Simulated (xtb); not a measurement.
H3B (SMILES B), singlet, geometry from GFN2-xTB. Base run: GFN2-xTB in xtb.

Here is a job for xtb.
```
$ xtb mol.xyz --gfn 2 --json

# file mol.xyz
4

B      0.00000000     0.00000000    -0.00000000
H     -1.13586369    -0.05694986    -0.25006823
H      0.42206688    -0.56959653     0.92378735
H      0.71379681     0.62654639    -0.67371912
```

Each row names what was changed in the base input (with any setting that the change needs).

```csv
change,ΔE vs base (kJ/mol),HOMO-LUMO gap (eV),G_solv (kcal/mol),SCF cycles
base,0.00,4.50,-,10
alpb = dmso,-5.19,4.54,-1.28,10
etemp = 3000,-0.02,4.50,-,10
gbsa = chcl3,-5.74,4.50,-1.37,10
acc = 30,0.00,4.50,-,7
acc = 1000,0.01,4.51,-,5
etemp = 5000,-1.27,4.50,-,10
alpb = chcl3,-6.26,4.50,-1.50,10
```

ALPB and GBSA are two models with their own fitted parameters for each solvent, which aren't always the measured dielectric constant.
